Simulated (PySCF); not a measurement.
A geometry optimisation on InCl2(OEt), `CC[O][In]([Cl])[Cl]`.

Computed with PBE0-D3(BJ)/def2-SVP geometry optimisation, gas phase, def2 core potentials past Kr (PySCF 2.14.0). Start geometry: GFN2-xTB. A driver script takes a list of jobs; this job's settings line and coordinates (Å) are shown.

Input:
```
{"job": {"xc": "PBE0", "basis": "def2-SVP", "d3": "d3bj", "grid": 1, "maxiter": 30, "shake": 0.03, "kind": "geom"}, "charge": 0, "multiplicity": 1}
In     1.255730     1.459830    -0.768770
Cl     3.302420     1.896760    -1.557890
Cl    -0.734210     2.735400    -1.442830
O      1.084400     0.235040     0.724410
C     -0.277080    -0.343190     0.986030
C     -0.776290    -1.237050    -0.091150
H     -0.099680    -0.896870     1.948460
H     -0.973300     0.475290     1.194930
H     -1.706770    -1.704890     0.264360
H     -0.930080    -0.676480    -0.969400
H     -0.047090    -2.029350    -0.257260
```

Output:
```
step   0  E = -1264.19208659  max force = 0.049192
step   1  E = -1264.20580798  max force = 0.022393
step   2  E = -1264.20706325  max force = 0.004901
step   3  E = -1264.20697935  max force = 0.007135
step   4  E = -1264.20724899  max force = 0.002760
step   5  E = -1264.20723802  max force = 0.001482
step   6  E = -1264.20728120  max force = 0.000688
step   7  E = -1264.20731302  max force = 0.000640
step   8  E = -1264.20730440  max force = 0.000531
step   9  E = -1264.20729603  max force = 0.000490
step  10  E = -1264.20729037  max force = 0.000374
step  11  E = -1264.20729288  max force = 0.000412
step  12  E = -1264.20729450  max force = 0.000452
step  13  E = -1264.20729380  max force = 0.000431
optimisation converged
```

Energies in Eh; «max force» is the largest Cartesian gradient component in Eh/bohr.

How much energy does the optimisation release, in eV?

E(step 0) − E(last step) = 0.015207 Eh, which is 0.414 eV.

In short: final energy -1264.20729 Eh after 13 steps; dipole 1.90 D.

Where do the atoms end?

0.188 Å rms from the input after alignment:
```
atom  x, y, z in Å
In1    1.2957    1.4687   -0.6431
Cl2    3.4304    2.1025   -1.2814
Cl3   -0.5177    2.5022   -1.6804
O4     1.0255    0.1260    0.7876
C5    -0.2561   -0.3965    1.0435
C6    -0.8295   -1.1572   -0.1347
H7    -0.1446   -1.0745    1.9086
H8    -0.9649    0.3957    1.3555
H9    -1.7957   -1.6206    0.1184
H10   -1.0075   -0.4802   -0.9892
H11   -0.1377   -1.9518   -0.4541
```

The run took 2.1 min of wall time on an Arm Neoverse V1 with one thread, shared host with 32 logical CPUs at a one-minute load of 21, and the process peaked at 0.53 GiB of memory.
Labels such as C1 count atoms from 1, the log's own numbers from 0.
